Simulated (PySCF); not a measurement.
# `C[C@H](F)C1=COC(F)=CO1`: 4 charge schemes on one density

Compound: C₆H₆F₂O₂.
Atom-mapped SMILES: `[CH3:1][C@H:2]([F:3])[C:4]1=[CH:5][O:6][C:7]([F:8])=[CH:9][O:10]1` (hydrogens: H11, H12, H13 on C1; H14 on C2; H15 on C5; H16 on C9)

Geometry (PBE0-D3(BJ)/def2-SVP, Å), atoms numbered from 1 in this order:
```xyz
16
C6H6F2O2 angstrom
C     -2.2336    0.5935   -0.3098
C     -1.4066   -0.6720   -0.2657
F     -1.8869   -1.5075    0.7154
C      0.0425   -0.3985   -0.0044
C      0.6965   -0.8100    1.0822
O      2.0354   -0.5349    1.3076
C      2.5616    0.2617    0.3580
F      3.8015    0.5778    0.6406
C      1.9296    0.6917   -0.7326
O      0.6187    0.3377   -1.0024
H     -2.1813    1.1059    0.6619
H     -1.8464    1.2680   -1.0858
H     -3.2824    0.3543   -0.5348
H     -1.4810   -1.2047   -1.2325
H      0.2317   -1.3960    1.8696
H      2.3901    1.3403   -1.4727
```

Density: PBE0/pcSseg-1 (PySCF); schemes: Mulliken, IAO, Hirshfeld and ESP-fitted. The structure is a single PBE0-D3(BJ)/def2-SVP conformer in the gas phase; no vibrational or solvent corrections.

For which atoms does the sign change between the 4 schemes (beyond +0.03 e in one, beyond −0.03 e in another)?

C5. Atomic charges aren't observables, and each scheme defines them in its own way.

Which atoms carry the lowest charge in the Mulliken, IAO, Hirshfeld and ESP-fitted schemes?

The schemes don't all agree: Mulliken O10 (-0.455); IAO C1 (-0.429); Hirshfeld C1 (-0.125); ESP-fitted C9 (-0.343).

What partial charge does each atom carry?

In e:

```tsv
atom	environment	Mulliken	IAO	Hirshfeld	ESP-fitted
C1	methyl carbon	-0.275	-0.429	-0.125	-0.316
C2	sp3 C–F carbon	+0.236	+0.189	+0.067	+0.229
F3	alkyl fluorine	-0.325	-0.322	-0.095	-0.245
C4	vinylic carbon bearing oxygen	-0.013	+0.132	+0.040	-0.007
C5	vinylic carbon bearing oxygen	+0.195	-0.038	-0.014	-0.060
O6	cyclic ether oxygen	-0.428	-0.308	-0.113	-0.243
C7	vinylic C–F carbon	+0.483	+0.436	+0.131	+0.468
F8	vinyl fluorine	-0.233	-0.234	-0.059	-0.175
C9	vinylic carbon bearing oxygen	+0.028	-0.095	-0.043	-0.343
O10	cyclic ether oxygen	-0.455	-0.321	-0.103	-0.113
H11	methyl hydrogen	+0.125	+0.151	+0.043	+0.115
H12	methyl hydrogen	+0.138	+0.160	+0.049	+0.095
H13	methyl hydrogen	+0.136	+0.153	+0.050	+0.113
H14	methine hydrogen	+0.130	+0.149	+0.047	+0.080
H15	vinylic hydrogen	+0.126	+0.191	+0.061	+0.184
H16	vinylic hydrogen	+0.128	+0.186	+0.065	+0.220
```

Mean size of the charges over all atoms: IAO 0.218 e, Mulliken 0.216 e, ESP-fitted 0.188 e, Hirshfeld 0.069 e. Each set sums to the total charge, 0, to within 0.001 e. The Mulliken scheme gives each basis function's population to the atom it is centred on and halves the overlap population of two atoms between them. The IAO scheme counts the electrons in orthogonalised intrinsic atomic orbitals, a minimal basis polarised so that it spans the occupied orbitals exactly.

Sum the charges by element.

```json
{"element": "C", "atoms": "6", "Mulliken": "+0.656", "IAO": "+0.194", "Hirshfeld": "+0.056", "ESP-fitted": "-0.030"}
{"element": "F", "atoms": "2", "Mulliken": "-0.557", "IAO": "-0.556", "Hirshfeld": "-0.154", "ESP-fitted": "-0.420"}
{"element": "O", "atoms": "2", "Mulliken": "-0.883", "IAO": "-0.628", "Hirshfeld": "-0.216", "ESP-fitted": "-0.356"}
{"element": "H", "atoms": "6", "Mulliken": "+0.784", "IAO": "+0.990", "Hirshfeld": "+0.315", "ESP-fitted": "+0.806"}
```

How closely do the schemes follow one another over all atoms?

Correlation coefficient and root-mean-square difference: IAO with Hirshfeld 0.99, 0.169 e; Mulliken with Hirshfeld 0.92, 0.189 e; Mulliken with IAO 0.92, 0.100 e; Hirshfeld with ESP-fitted 0.92, 0.153 e; IAO with ESP-fitted 0.91, 0.102 e; Mulliken with ESP-fitted 0.80, 0.155 e.
